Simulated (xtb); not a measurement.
C3H5BO2, SMILES C=CB(O)C=O. All values are semi-empirical tight-binding results from xtb (GFN2-xTB unless named), good for trends rather than for accurate numbers. The structure is a stationary point at GFN2-xTB. The structure was generated by enumeration, and PubChem lists no compound with its InChIKey, so it may never have been made. Other conformers were not sampled.

Optimised geometry:

```xyz
11

C      2.5199     0.3531    -0.2250
C      1.4611    -0.4506    -0.1636
B     -0.0025     0.0581    -0.0052
O     -0.2952     1.3546     0.0554
C     -1.2637    -0.9518     0.0992
O     -2.3928    -0.5249     0.2293
H      2.4026     1.4228    -0.1673
H      3.5288    -0.0143    -0.3328
H      1.6306    -1.5202    -0.2251
H     -1.2379     1.5316     0.1552
H     -1.1109    -2.0521     0.0539
```

```json
{
 "point_group_as_xtb_finds_it": "Cs",
 "orbital_gap": "2.16 eV",
 "dipole_moment": "1.64 D",
 "zero_point_energy": "48.5 kcal/mol",
 "G − E(el) at 298.15 K (modified RRHO)": "28.9 kcal/mol",
 "static polarisability (D4 model)": "56.7 bohr³",
 "solvation energy, GFN2-xTB/ALPB(water)": "-4.7 kcal/mol",
 "solvation energy, GFN2-xTB/ALPB(chcl3)": "-6.4 kcal/mol"
}
```

Computed IR lines (harmonic; lines under 4 % of the strongest left out, lines within 3 cm⁻¹ merged):
ν (cm⁻¹): 109 (w), 140 (w), 204 (w), 541 (m), 568 (w), 721 (m), 754 (w), 846 (m), 928 (s), 935 (w), 1038 (w), 1130 (vs), 1300 (w), 1341 (s), 1372 (m), 1407 (m), 1650 (m), 1720 (s), 2718 (vs), 3032 (m), 3082 (w), 3118 (m), 3485 (m) (against the strongest line: vs over 80 %, s over 45 %, m over 15 %, w over 4 %, vw less)

Question: Give the atomic charges and the Wiberg bond orders between heavy atoms. (Estimate from the structure and the level; the computed values follow.)

Answer: charges (e) C1 -0.06, C2 -0.11, B3 0.31, O4 -0.40, C5 0.12, O6 -0.33, H7 0.06, H8 0.05, H9 0.03, H10 0.32, H11 0.01. Bond orders C1–C2 1.93, C2–B3 1.03, B3–O4 1.34, B3–C5 0.91, C5–O6 1.94.
